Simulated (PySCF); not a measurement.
C4H2ClF, SMILES C#C/C=C(\F)Cl. Atoms are numbered in the order given.

```xyz
8

C     -0.0543     3.1628     0.0000
C     -0.3569     1.9870     0.0000
C     -0.7454     0.6226     0.0000
C      0.1353    -0.3933     0.0000
F      1.4429    -0.2086     0.0000
Cl    -0.3100    -2.0569     0.0000
H      0.2205     4.2006     0.0000
H     -1.8082     0.3693     0.0000
```
Charge 0, spin multiplicity 1.

Coordinates come from a B3LYP-D3(BJ)/def2-SVP optimisation. The structure was generated by enumeration; whether it is a known compound was not checked.

Level of theory: CAM-B3LYP/def2-TZVP run with PySCF.

ESP charges are fitted to the potential on shells at 1.4 to 2.0 van der Waals radii. Atomic charges (e):

```csv
atom,Mulliken,ESP fit
C1,-0.09,-0.60
C2,-0.09,0.32
C3,-0.29,-0.39
C4,0.28,0.25
F5,-0.14,-0.10
Cl6,-0.03,-0.04
H7,0.21,0.36
H8,0.16,0.20
```

Task: Give the Mayer and Wiberg (Löwdin basis) orders of the bonds. (Estimate from the structure and the level; the computed values follow.)

Result: 
| bond | Mayer | Wiberg |
|---|---|---|
| C1–C2 | 2.86 | 2.90 |
| C2–C3 | 1.22 | 1.35 |
| C3–C4 | 1.79 | 1.92 |
| C4–F5 | 1.13 | 1.81 |
| C4–Cl6 | 1.20 | 1.75 |
| C1–H7 | 0.90 | 0.92 |
| C3–H8 | 0.92 | 0.80 |
